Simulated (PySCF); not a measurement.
Ti(Cl)(OH)(Me)2 (C2H7ClOTi), SMILES [CH3][Ti]([CH3])([OH])[Cl], multiplicity 1.

The structure is a stationary point at PBE0-D3(BJ)/def2-SVP. The multiplicity is an assumed one; other spin states were not compared. The values are those of a single conformer.

The numbers are results of PBE0-D3(BJ)/def2-SVP in PySCF, not measurements.

Frequencies are harmonic and unscaled.

Computed normal modes with their intensities:
```json
[
 {"mode": "1", "ν (cm⁻¹)": "77", "IR (km/mol)": "0.0", "moving atoms (share of kinetic energy)": "H 95 %"},
 {"mode": "2", "ν (cm⁻¹)": "110", "IR (km/mol)": "0.5", "moving atoms (share of kinetic energy)": "H 97 %"},
 {"mode": "3", "ν (cm⁻¹)": "113", "IR (km/mol)": "6.3", "moving atoms (share of kinetic energy)": "H 32 %, C 28 %, Ti 20 %, Cl 20 %"},
 {"mode": "4", "ν (cm⁻¹)": "123", "IR (km/mol)": "8.0", "moving atoms (share of kinetic energy)": "Cl 24 %, O 23 %, H 22 %, C 16 %, Ti 15 %"},
 {"mode": "5", "ν (cm⁻¹)": "151", "IR (km/mol)": "1.2", "moving atoms (share of kinetic energy)": "C 51 %, H 31 %, Ti 12 %"},
 {"mode": "6", "ν (cm⁻¹)": "152", "IR (km/mol)": "27.4", "moving atoms (share of kinetic energy)": "H 55 %, C 26 %, O 14 %"},
 {"mode": "7", "ν (cm⁻¹)": "169", "IR (km/mol)": "10.7", "moving atoms (share of kinetic energy)": "H 31 %, O 25 %, C 24 %, Cl 12 %, Ti 8 %"},
 {"mode": "8", "ν (cm⁻¹)": "245", "IR (km/mol)": "69.9", "moving atoms (share of kinetic energy)": "H 50 %, O 38 %"},
 {"mode": "9", "ν (cm⁻¹)": "313", "IR (km/mol)": "141.5", "moving atoms (share of kinetic energy)": "H 72 %, O 25 %"},
 {"mode": "10", "ν (cm⁻¹)": "418", "IR (km/mol)": "31.7", "moving atoms (share of kinetic energy)": "Cl 46 %, Ti 23 %, H 23 %"},
 {"mode": "11", "ν (cm⁻¹)": "454", "IR (km/mol)": "0.0", "moving atoms (share of kinetic energy)": "H 80 %, C 19 %"},
 {"mode": "12", "ν (cm⁻¹)": "488", "IR (km/mol)": "5.0", "moving atoms (share of kinetic energy)": "H 67 %, C 27 %"},
 {"mode": "13", "ν (cm⁻¹)": "521", "IR (km/mol)": "14.7", "moving atoms (share of kinetic energy)": "H 69 %, C 25 %"},
 {"mode": "14", "ν (cm⁻¹)": "547", "IR (km/mol)": "21.2", "moving atoms (share of kinetic energy)": "H 51 %, C 37 %"},
 {"mode": "15", "ν (cm⁻¹)": "584", "IR (km/mol)": "107.8", "moving atoms (share of kinetic energy)": "H 38 %, C 28 %, Ti 27 %"},
 {"mode": "16", "ν (cm⁻¹)": "586", "IR (km/mol)": "118.0", "moving atoms (share of kinetic energy)": "C 36 %, H 34 %, Ti 28 %"},
 {"mode": "17", "ν (cm⁻¹)": "846", "IR (km/mol)": "192.3", "moving atoms (share of kinetic energy)": "O 61 %, Ti 31 %"},
 {"mode": "18", "ν (cm⁻¹)": "1125", "IR (km/mol)": "6.0", "moving atoms (share of kinetic energy)": "H 75 %, C 25 %"},
 {"mode": "19", "ν (cm⁻¹)": "1137", "IR (km/mol)": "9.1", "moving atoms (share of kinetic energy)": "H 77 %, C 23 %"},
 {"mode": "20", "ν (cm⁻¹)": "1380", "IR (km/mol)": "7.7", "moving atoms (share of kinetic energy)": "H 94 %"},
 {"mode": "21", "ν (cm⁻¹)": "1382", "IR (km/mol)": "1.5", "moving atoms (share of kinetic energy)": "H 94 %"},
 {"mode": "22", "ν (cm⁻¹)": "1388", "IR (km/mol)": "7.7", "moving atoms (share of kinetic energy)": "H 94 %"},
 {"mode": "23", "ν (cm⁻¹)": "1390", "IR (km/mol)": "17.4", "moving atoms (share of kinetic energy)": "H 95 %"},
 {"mode": "24", "ν (cm⁻¹)": "3032", "IR (km/mol)": "0.6", "moving atoms (share of kinetic energy)": "H 98 %"},
 {"mode": "25", "ν (cm⁻¹)": "3034", "IR (km/mol)": "0.1", "moving atoms (share of kinetic energy)": "H 98 %"},
 {"mode": "26", "ν (cm⁻¹)": "3155", "IR (km/mol)": "0.4", "moving atoms (share of kinetic energy)": "H 91 %, C 9 %"},
 {"mode": "27", "ν (cm⁻¹)": "3155", "IR (km/mol)": "1.9", "moving atoms (share of kinetic energy)": "H 91 %, C 9 %"},
 {"mode": "28", "ν (cm⁻¹)": "3157", "IR (km/mol)": "0.3", "moving atoms (share of kinetic energy)": "H 91 %, C 9 %"},
 {"mode": "29", "ν (cm⁻¹)": "3159", "IR (km/mol)": "4.3", "moving atoms (share of kinetic energy)": "H 91 %, C 9 %"},
 {"mode": "30", "ν (cm⁻¹)": "3965", "IR (km/mol)": "348.0", "moving atoms (share of kinetic energy)": "H 94 %"}
]
```
